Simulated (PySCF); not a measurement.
Cartesian coordinates (Å):
```xyz
5

Zr     0.0428    -0.0354     0.1179
Cl     1.7801     1.4439     0.5865
Cl    -1.7975     0.2102     1.5246
Cl     0.7395    -2.2439    -0.1334
H     -0.5612     0.4587    -1.5375
```
Charge 0, multiplicity 1.

Estimate the total energy, LUMO, charge on the central atom (Mulliken), HOMO–LUMO gap, HOMO and dipole moment that TPSSh-D3(BJ)/def2-TZVP // r2SCAN-D4/def2-SVP (PySCF 2.14.0) returns for this input.


The total energy comes out as -1428.5712 Ha and the LUMO is -3.16 eV. The charge on the central atom (Mulliken) comes out as 1.18 e and the HOMO–LUMO gap is 5.41 eV. The HOMO is -8.57 eV and the dipole moment comes out as 0.23 D.
